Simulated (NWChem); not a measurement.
System: SnH3OCl; SMILES [OH][SnH2][Cl]

Input file for NWChem:

```
start job
memory heap 200 mb stack 900 mb global 1100 mb
geometry units angstroms noautoz
  Sn    -0.270407    -0.352213    -0.024375
  O      1.507377    -1.200457    -0.178130
  Cl     0.052957     1.981476    -0.052268
  H     -1.087814    -0.811689    -1.442555
  H     -0.993663    -0.709463     1.482569
  H      2.127738    -0.899982     0.496336
end
basis spherical
  Sn library sto-3g
  O library sto-3g
  Cl library sto-3g
  H library sto-3g
end
dft
  xc hfexch
  iterations 150
  mulliken
end
task dft energy
```

Excerpt of the output:

```
             Northwest Computational Chemistry Package (NWChem) 7.3.0
             --------------------------------------------------------

 C1  symmetry detected

                             Geometry "geometry" -> ""
                             -------------------------

 Output coordinates in angstroms (scale by  1.889725989 to convert to a.u.)

  No.       Tag          Charge          X              Y              Z
 ---- ---------------- ---------- -------------- -------------- --------------
    1 Sn                  50.0000    -0.30754255    -0.37219502    -0.00137893
    2 O                    8.0000     1.37058095    -1.41378800    -0.05295452
    3 Cl                  17.0000     0.27477919     1.91084749    -0.00943685
    4 H                    1.0000    -1.08846823    -0.74629076    -1.46449696
    5 H                    1.0000    -1.15119407    -0.63787391     1.46124675
    6 H                    1.0000     1.98089595    -1.18018752     0.65625899

 Effective nuclear repulsion energy (a.u.)     375.8413776323

  xc_inp: hfexch multiplicative factor not found.

                                 NWChem DFT Module
                                 -----------------

 Summary of "ao basis" -> "ao basis" (spherical)
 ------------------------------------------------------------------------------
       Tag                 Description            Shells   Functions and Types
 ---------------- ------------------------------  ------  ---------------------
 Sn                          sto-3g                 11       27   5s4p2d
 O                           sto-3g                  3        5   2s1p
 Cl                          sto-3g                  5        9   3s2p
 H                           sto-3g                  1        1   1s

            General Information
            -------------------
          SCF calculation type: DFT
          Wavefunction type:  closed shell.
          No. of atoms     :     6
          No. of electrons :    78
           Alpha electrons :    39
            Beta electrons :    39
          Charge           :     0
          Spin multiplicity:     1
          Use of symmetry is: off; symmetry adaption is: off
          Maximum number of iterations: 150
          AO basis - number of functions:    44
                     number of shells:    22
          Convergence on energy requested:  1.00D-06
          Convergence on density requested:  1.00D-05
          Convergence on gradient requested:  5.00D-04

              XC Information
              --------------
                     Hartree-Fock (Exact) Exchange  1.000

      Superposition of Atomic Density Guess
      -------------------------------------

 Sum of atomic energies:       -6492.92171231

      Non-variational initial energy
      ------------------------------

 Total energy =   -6492.716026
 1-e energy   =   -9738.672900
 2-e energy   =    2870.115497
 HOMO         =      -0.231301
 LUMO         =       0.250530

     ---------------------------------------------
      Total Density - Mulliken Population Analysis
     ---------------------------------------------

    Atom       Charge   Shell Charges
 -----------   ------   -------------------------------------------------------
    1 Sn  50    48.48   2.00  2.00  6.00  2.00  5.99  2.01  5.98  1.09  1.44 10.00  9.97
    2 O    8     8.88   2.00  1.85  5.03
    3 Cl  17    17.66   2.00  2.00  5.99  1.97  5.70
    4 H    1     1.16   1.16
    5 H    1     1.16   1.16
    6 H    1     0.65   0.65

   convergence    iter        energy       DeltaE   RMS-Dens  Diis-err
 ---------------- ----- ----------------- --------- --------- ---------
 d= 0,ls=0.0,diis     1  -6493.4654931379 -6.87D+03  1.98D-02  3.17D-01
 d= 0,ls=0.0,diis     2  -6493.5359935590 -7.05D-02  5.12D-03  2.85D-02
 d= 0,ls=0.0,diis     3  -6493.5420066513 -6.01D-03  1.58D-03  1.07D-03
 d= 0,ls=0.0,diis     4  -6493.5424101168 -4.03D-04  3.32D-04  2.84D-05
 d= 0,ls=0.0,diis     5  -6493.5424246819 -1.46D-05  8.29D-05  1.48D-06
 d= 0,ls=0.0,diis     6  -6493.5424255131 -8.31D-07  1.68D-05  6.47D-08
 d= 0,ls=0.0,diis     7  -6493.5424255476 -3.45D-08  3.94D-06  3.18D-09

         Total DFT energy =    -6493.542425547551
      One electron energy =    -9730.621000437501
           Coulomb energy =     3057.989787642907
    Exchange-Corr. energy =     -196.752590385271
 Nuclear repulsion energy =      375.841377632313

 Numeric. integr. density =        0.000000000000

                       DFT Final Molecular Orbital Analysis
                       ------------------------------------

 Vector   37  Occ=2.000000D+00  E=-3.602947D-01
              MO Center=  3.9D-01,  1.1D+00, -7.3D-02, r^2= 3.1D+00
   Bfn.  Coefficient  Atom+Function         Bfn.  Coefficient  Atom+Function
  ----- ------------  ---------------      ----- ------------  ---------------
    41      0.836665  3 Cl pz                31      0.276287  2 O  py
    39      0.255715  3 Cl px                32     -0.235867  2 O  pz
    37     -0.225743  3 Cl pz                30      0.212660  2 O  px
    42      0.211372  4 H  s                 40      0.183975  3 Cl py
    35     -0.069270  3 Cl px                17     -0.067044  1 Sn pz

 Vector   38  Occ=2.000000D+00  E=-3.503986D-01
              MO Center=  6.8D-01, -2.5D-01,  8.5D-02, r^2= 3.9D+00
   Bfn.  Coefficient  Atom+Function         Bfn.  Coefficient  Atom+Function
  ----- ------------  ---------------      ----- ------------  ---------------
    31      0.564563  2 O  py                41     -0.437779  3 Cl pz
    32     -0.406839  2 O  pz                40      0.370084  3 Cl py
    43      0.301145  5 H  s                 30      0.262827  2 O  px
    37      0.117875  3 Cl pz                42     -0.118302  4 H  s
    36     -0.101144  3 Cl py                17      0.087700  1 Sn pz

 Vector   39  Occ=2.000000D+00  E=-3.442995D-01
              MO Center=  6.7D-01,  1.3D-01,  3.7D-02, r^2= 4.0D+00
   Bfn.  Coefficient  Atom+Function         Bfn.  Coefficient  Atom+Function
  ----- ------------  ---------------      ----- ------------  ---------------
    39      0.604063  3 Cl px                31     -0.421912  2 O  py
    30      0.330413  2 O  px                40     -0.315562  3 Cl py
    32     -0.307273  2 O  pz                15     -0.215454  1 Sn px
    43      0.215905  5 H  s                 29      0.200712  2 O  s
    35     -0.162189  3 Cl px                41     -0.136587  3 Cl pz

 Vector   40  Occ=0.000000D+00  E= 2.905223D-01
              MO Center= -8.7D-02,  4.8D-01, -1.7D-02, r^2= 2.4D+00
   Bfn.  Coefficient  Atom+Function         Bfn.  Coefficient  Atom+Function
  ----- ------------  ---------------      ----- ------------  ---------------
    16      0.889454  1 Sn py                40      0.724463  3 Cl py
    14      0.690001  1 Sn s                 38     -0.403050  3 Cl s
    12     -0.259988  1 Sn py                31     -0.210755  2 O  py
    15      0.196783  1 Sn px                43     -0.193724  5 H  s
    39      0.188966  3 Cl px                42     -0.185948  4 H  s

 Vector   41  Occ=0.000000D+00  E= 3.596081D-01
              MO Center=  3.7D-01, -9.4D-01,  1.5D-01, r^2= 2.1D+00
   Bfn.  Coefficient  Atom+Function         Bfn.  Coefficient  Atom+Function
  ----- ------------  ---------------      ----- ------------  ---------------
    14      0.629408  1 Sn s                 16     -0.617088  1 Sn py
    29     -0.585516  2 O  s                 15      0.565476  1 Sn px
    30      0.425706  2 O  px                31     -0.381058  2 O  py
    43     -0.295089  5 H  s                 44      0.256876  6 H  s
    32     -0.234303  2 O  pz                12      0.174612  1 Sn py

 Vector   42  Occ=0.000000D+00  E= 3.906984D-01
              MO Center= -9.8D-01, -5.9D-01, -2.4D-02, r^2= 2.3D+00
   Bfn.  Coefficient  Atom+Function         Bfn.  Coefficient  Atom+Function
  ----- ------------  ---------------      ----- ------------  ---------------
    15      0.908098  1 Sn px                42      0.722571  4 H  s
    43      0.699670  5 H  s                 14     -0.660446  1 Sn s
    16      0.260782  1 Sn py                11     -0.238149  1 Sn px
    31     -0.165746  2 O  py                39     -0.108916  3 Cl px
    25     -0.106841  1 Sn d  0               7      0.087363  1 Sn px

     ---------------------------------------------
      Total Density - Mulliken Population Analysis
     ---------------------------------------------

    Atom       Charge   Shell Charges
 -----------   ------   -------------------------------------------------------
    1 Sn  50    48.89   2.00  2.00  6.00  2.00  5.99  2.01  5.99  1.05  1.90 10.00  9.96
    2 O    8     8.46   2.00  1.85  4.61
    3 Cl  17    17.47   2.00  2.00  5.99  1.99  5.49
    4 H    1     1.16   1.16
    5 H    1     1.17   1.17
    6 H    1     0.85   0.85

     -------------------------------------------
      Total Density - Lowdin Population Analysis
     -------------------------------------------

    Atom       Charge   Shell Charges
 -----------   ------   -------------------------------------------------------
    1 Sn  50    49.02   2.00  2.00  6.00  2.00  5.99  1.99  5.90  1.05  2.13 10.00  9.96
    2 O    8     8.37   2.00  1.73  4.65
    3 Cl  17    17.40   2.00  2.00  5.98  1.94  5.48
    4 H    1     1.15   1.15
    5 H    1     1.16   1.16
    6 H    1     0.90   0.90

     Multipole analysis of the density
     ---------------------------------

     L   x y z        total         alpha         beta         nuclear
     -   - - -        -----         -----         ----         -------
     0   0 0 0     -0.000000    -39.000000    -39.000000     78.000000

     1   1 0 0     -0.572149     -0.286074     -0.286074     -0.000000
     1   0 1 0     -0.970599     -0.485300     -0.485300      0.000000
     1   0 0 1      0.383866      0.191933      0.191933     -0.000000

     2   2 0 0    -30.738837    -64.426163    -64.426163     98.113488
     2   1 1 0      0.597843      3.233544      3.233544     -5.869244
     2   1 0 1      1.580126     -0.296175     -0.296175      2.172475
     2   0 2 0    -37.986379   -174.952732   -174.952732    311.919085
     2   0 1 1     -0.975688      0.039989      0.039989     -1.055665
     2   0 0 2    -31.006622    -23.957291    -23.957291     16.907960
```

Level: Hartree-Fock/STO-3G, non-relativistic. Coordinates come from a PBE0/def2-SVP (def2 core potentials past Kr) optimisation.
